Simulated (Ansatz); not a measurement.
Cl2GeH4N2, SMILES `[NH2][Ge]([NH2])([Cl])[Cl]`. The species carries charge 0 and has multiplicity 1.

```xyz
9

N     1.4522    0.0553   -0.6371
Ge   -0.1369    0.3923    0.1485
N    -1.0699   -1.1505    0.2226
Cl   -0.0713    1.1026    2.1770
Cl   -1.0055    1.9824   -1.0094
H     2.0403   -0.5920   -0.1305
H     1.9787    0.8770   -0.8970
H    -1.8942   -1.1191    0.8053
H    -1.2933   -1.5480   -0.6794
```

(1) List the harmonic frequencies (cm⁻¹, unscaled) at PBE0-D4/def2-TZVP in Ansatz. (Best estimate.)

(2) Is this a minimum?

(3) Give the ideal-gas thermochemistry at 298.15 K and 1 bar (rigid rotor, harmonic oscillator; point group C2, symmetry number 2).

(4) And at 400, 500, 600, 800 and 1000 K?

Results:

(1) Ansatz gave: 131, 154, 182, 203, 208, 220, 323, 410, 425, 548, 556, 726, 757, 902, 922, 1569, 1572, 3567, 3568, 3669, 3670.

(2) Yes, all 21 modes are real.

(3) Zero-point energy 145.2 kJ/mol; H(298) − E = 168.8 kJ/mol; entropy 365.5 J/(mol·K), of which translation 173.3, rotation 112.9, vibration 79.4; G(298) − E = 59.8 kJ/mol.

(4) 
```csv
T (K),H − E (kJ/mol),S (J/mol/K),G − E (kJ/mol)
400,181.7,402.7,20.6
500,195.6,433.5,-21.2
600,210.2,460.3,-65.9
800,241.4,505.0,-162.6
1000,274.4,541.8,-267.4
```
